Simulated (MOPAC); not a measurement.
MOPAC input (PM7):

```
PM7 FORCE THERMO(298,298) PRECISE LET CHARGE=1 GEO-OK AUX(PRECISION=9) THREADS=1
HF2S

F    -1.15539686 1   -0.48469304 1    0.19292631 1
S    -0.00872587 1    0.45373595 1   -0.24038775 1
F     1.17111364 1   -0.45979031 1    0.15550666 1
H    -0.00110415 1    1.30781305 1    0.80176586 1
```

From the output:

```
     H    4   0.511186   3.235461   0.511151   3.490600

          HEAT OF FORMATION =     118.676579 KCALS/MOLE

          ZERO POINT ENERGY       8.665 KCAL/MOL

           NORMAL COORDINATE ANALYSIS (Total motion = 1 Angstrom)

   Root No.       1         2         3         4         5         6

                 1 A'      2 A'      1 A"      2 A"      3 A'      4 A'

                 274.4     744.9     746.1     929.2     932.1    2434.6

           1   -0.1023    0.3354    0.2434   -0.0324    0.0162    0.0020
           2   -0.2935    0.0104    0.0017    0.0055    0.0033   -0.0006
           3   -0.0070    0.0023    0.0085    0.0270   -0.0311   -0.0016
           4   -0.1158   -0.1667   -0.1716   -0.0030    0.0112    0.0048
           5    0.1328    0.1912   -0.1497   -0.0026   -0.0128   -0.0055
           6    0.0086   -0.0044    0.0000    0.0000    0.0444   -0.0271
           7    0.3047   -0.0559    0.0348    0.0011   -0.0055    0.0003
           8    0.0614   -0.3308    0.2409   -0.0329   -0.0156   -0.0020
           9   -0.0070    0.0023   -0.0085   -0.0270   -0.0311   -0.0016
          10   -0.1325    0.0363    0.2149    0.6865   -0.5580   -0.1950
          11    0.1519   -0.0416    0.1874    0.5987    0.6398    0.2236
          12   -0.0114    0.0511    0.0000    0.0000   -0.2398    0.9202

           MASS-WEIGHTED COORDINATE ANALYSIS (NORMAL COORDINATES)

   Root No.       1         2         3         4         5         6

                 1 A'      2 A'      1 A"      2 A"      3 A'      4 A'

                 274.4     744.9     746.1     929.2     932.1    2434.6

           1   -0.2054    0.5802    0.5306   -0.1485    0.0741    0.0087
           2   -0.5894    0.0180    0.0038    0.0253    0.0151   -0.0025
           3   -0.0140    0.0041    0.0184    0.1237   -0.1425   -0.0070
           4   -0.3021   -0.3747   -0.4860   -0.0179    0.0667    0.0276
           5    0.3463    0.4297   -0.4238   -0.0156   -0.0765   -0.0317
           6    0.0224   -0.0099    0.0000    0.0000    0.2642   -0.1557
           7    0.6119   -0.0967    0.0759    0.0049   -0.0250    0.0013
           8    0.1233   -0.5724    0.5251   -0.1506   -0.0713   -0.0090
           9   -0.0140    0.0041   -0.0184   -0.1237   -0.1425   -0.0070
          10   -0.0613    0.0145    0.1079    0.7242   -0.5893   -0.1990
          11    0.0703   -0.0166    0.0941    0.6316    0.6757    0.2282
          12   -0.0053    0.0204    0.0000    0.0000   -0.2532    0.9392

          DESCRIPTION OF VIBRATIONS

 VIBRATION          1    1A'         ATOM PAIR     ENERGY CONTRIBUTION    RADIAL
 FREQUENCY           274.40         F 1 -- S 2         +35.1% ( 81.9%)      1.1%
 TRANSITION DIPOLE   1.8318         S 2 -- F 3         +35.1% ( 81.9%)      1.1%
 TRAVEL (Ang.)       0.1846         S 2 -- H 4         +29.7% ( 75.4%)     11.2%
 REDUCED MASS        7.2100
 EFFECTIVE MASS     24.3362
 FORCE CONSTANT      0.3199

 VIBRATION          2    2A'         ATOM PAIR     ENERGY CONTRIBUTION    RADIAL
 FREQUENCY           744.88         F 1 -- S 2         +44.8% ( 74.2%)     84.3%
 TRANSITION DIPOLE   2.3883         S 2 -- F 3         +44.8% ( 74.2%)     84.3%
 TRAVEL (Ang.)       0.1084         S 2 -- H 4         +10.4% ( 35.8%)      4.5%
 REDUCED MASS        7.7043
 EFFECTIVE MASS     22.9153
 FORCE CONSTANT      2.5186

 VIBRATION          3    1A"         ATOM PAIR     ENERGY CONTRIBUTION    RADIAL
 FREQUENCY           746.11         S 2 -- F 3         +42.0% ( 76.9%)     84.9%
 TRANSITION DIPOLE   2.2022         F 1 -- S 2         +42.0% ( 76.9%)     84.9%
 TRAVEL (Ang.)       0.1027         S 2 -- H 4         +16.1% ( 47.6%)      0.0%
 REDUCED MASS        8.5619
 EFFECTIVE MASS     23.6503
 FORCE CONSTANT      2.8081

 VIBRATION          4    2A"         ATOM PAIR     ENERGY CONTRIBUTION    RADIAL
 FREQUENCY           929.16         S 2 -- H 4         +97.9% ( 93.2%)      0.0%
 TRANSITION DIPOLE   0.0649         S 2 -- F 3          +1.1% (  9.7%)     50.1%
 TRAVEL (Ang.)       0.2817         F 1 -- S 2          +1.1% (  9.7%)     50.1%
 REDUCED MASS        0.9144
 EFFECTIVE MASS      1.7178
 FORCE CONSTANT      0.4651

 VIBRATION          5    3A'         ATOM PAIR     ENERGY CONTRIBUTION    RADIAL
 FREQUENCY           932.09         S 2 -- H 4         +95.4% ( 95.0%)      4.5%
 TRANSITION DIPOLE   0.6902         F 1 -- S 2          +2.3% ( 14.8%)      0.0%
 TRAVEL (Ang.)       0.2702         S 2 -- F 3          +2.3% ( 14.8%)      0.0%
 REDUCED MASS        0.9906
 EFFECTIVE MASS      2.5965
 FORCE CONSTANT      0.5071

 VIBRATION          6    4A'         ATOM PAIR     ENERGY CONTRIBUTION    RADIAL
 FREQUENCY          2434.55         S 2 -- H 4         +99.8% (100.0%)     99.8%
 TRANSITION DIPOLE   0.7863
 TRAVEL (Ang.)       0.1683
 REDUCED MASS        0.9773
 EFFECTIVE MASS      1.2723
 FORCE CONSTANT      3.4129

      SYMMETRY NUMBER FOR POINT-GROUP Cs  =  1

          SYSTEM IS A GROUND STATE

 HF2S

          MOLECULE IS NOT LINEAR

          THERE ARE  6 GENUINE VIBRATIONS IN THIS SYSTEM
          THIS THERMODYNAMICS CALCULATION IS LIMITED TO
          MOLECULES WHICH HAVE NO INTERNAL ROTATIONS

                    CALCULATED THERMODYNAMIC PROPERTIES
                                          *
   TEMP. (K)   PARTITION FUNCTION   H.O.F.    ENTHALPY  HEAT CAPACITY ENTROPY
                                   KCAL/MOL   CAL/MOLE    CAL/K/MOL  CAL/K/MOL

 298.00  VIB.     0.1473D+01                   464.1849     4.1285     2.3267
         ROT.     0.2104D+05                   888.2803     2.9808    22.7617
         INT.     0.3098D+05                  1352.4652     7.1093    25.0884
         TRA.     0.5792D+27                  1480.4672     4.9680    38.6976
         TOT.                      118.677    2832.9323    12.0773    63.7859

   *: NOTE: HEATS OF FORMATION ARE RELATIVE TO THE
            ELEMENTS IN THEIR STANDARD STATE AT 298K
              (=  Standard Enthalpy of Formation).

            Hvib:  Zero-point energy is not included.
                   frequencies of less than zero cm-1 are not included.
            Hrot = (3/2)RT
            Htra = (3/2)RT + pV = (5/2)RT

            Heat capacity is Cp, not Cv

          For more information, see: HTTP://OpenMOPAC.net/Manual/thermochemistry.html

           FORCE CONSTANT IN CARTESIAN COORDINATES (Millidynes/A)

    ATOM   CHEMICAL       X               Y               Z
   NUMBER   SYMBOL  FORCE CONSTANT  FORCE CONSTANT  FORCE CONSTANT

      1       F        4.151314        0.303668        0.352233
      2       S        4.249057        4.207352        3.864653
      3       F        0.415937        4.039044        0.352234
      4       H        0.591437        0.626479        3.137666

 **********************
 *                    *
 * JOB ENDED NORMALLY *
 *                    *
 **********************
```

The dipole moment of an ion depends on the origin.
